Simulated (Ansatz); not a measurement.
System: NS, charge 0, doublet. NS (SMILES [N]=S, doublet).
B3LYP-D3(BJ)/def2-TZVP minimum from Ansatz (a quantum-chemistry and plane-wave program):
```xyz
2

N      0.0000     0.0000    -1.0378
S      0.0000     0.0000     0.4540
```
Charge 0, spin multiplicity 2.

Hartree-Fock and CCSD correlation energies in hartree (Ansatz). UHF or UKS for unpaired electrons; spin-orbit terms are left out. Correlated methods leave the cores frozen. No relativity. The UHF reference of NS ([N]=S, doublet) is spin-contaminated (<S^2> up to 0.24 over the pure value in the sets run).

| basis | X | E(HF) | E(corr, CCSD) |
|---|---|---|---|
| cc-pV(T+d)Z | 3 | -451.94921 | -0.36211 |
| cc-pV(Q+d)Z | 4 | -451.95739 | -0.38434 |
| cc-pV(5+d)Z | 5 | -451.95918 | withheld |

Question: Fit E(corr) = E∞ + A/X³ to X = 3 and 4, predict X = 5, and compare with the run.

Answer: A = (-0.36211 - (-0.38434))/(1/27 - 1/64) = 1.0382; E∞ = -0.38434 - A/64 = -0.40056; at X = 5, E∞ + A/125 = -0.39226. The run gave -0.39243, 0.17 mEh below the prediction. The same form on X = 4 and 5 gives E∞ = -0.40092, 0.36 mEh below the first estimate.
